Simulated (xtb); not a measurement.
xtb input:

```bash
xtb mol.xyz --gfn 2 --sp --chrg -1 --uhf 0
```
mol.xyz:
```
9

Si     1.64778826    -0.29726336     0.26477498
N      0.05389956    -0.14364572    -0.66535281
Si    -1.44753808     0.30410237    -0.03182546
H      1.50366318     0.96001714     1.15446740
H      1.14029667    -1.22633432     1.38869261
H      0.14674785    -0.18757065    -1.66604465
H     -1.94373785    -0.61222923     1.03759342
H     -2.51181942     0.30661257    -1.09914676
H     -1.51594999     1.66927849     0.58061433
```

Q: Which total energy does the run end on?

A: -9.59358 Eh (GFN2-xTB).

It need not be the lowest isomer of its formula. Whether it binds its extra electron was not tested at this geometry.
